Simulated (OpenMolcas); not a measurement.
Computed levels of 4s2 4p in ions with 31 electrons, in cm-1 above 2P* 1/2.

- Program: OpenMolcas 26.06
- Method: SS-RASPT2, IPEA 0.25 Eh, imaginary shift 0.1 Eh
- Basis: ANO-R2
- Scalar Hamiltonian: X2C, finite nucleus
- Spin-orbit coupling: RASSI with atomic mean-field integrals over the reference wave functions, term energies averaged over their components

Active space for each ion: 3 electrons in 9 orbitals (RAS2 4s 4p; RAS3 4d, at most 2 electrons); closed shells correlated by CASPT2: 3d.

| Level | As2+ | Se3+ | Kr5+ |
| --- | --- | --- | --- |
| 2P* 3/2 | 2578 | 3833 | 7372 |

Problem. Estimate 2P* 3/2 for Br4+ from its neighbours Se3+ and Kr5+.

Solution. 2P* 3/2 is fine structure, which grows about as the fourth power of a screened charge, so the fourth roots are averaged: ((3833^0.25 + 7372^0.25) / 2)^4 = 5387. The calculation gives 5464, so the estimate is off by -1.4 %; the measured value is 6090 (Moore, Atomic Energy Levels, vol. II, NSRDS-NBS 35 (1971 reprint of NBS Circular 467, 1952)).

Active for correlation alone: 4d; no level in the range computed is led by a configuration that fills it, so any true level of that kind is missing. Measured partners are found by configuration, term and J. A level has none where our copy of the source lacks it or the pairing is in doubt (some pairs that miss far off the trend of their configuration count as doubtful), and it then counts in no deviation. Levels of configurations outside the active space are missing.

* marks odd parity.
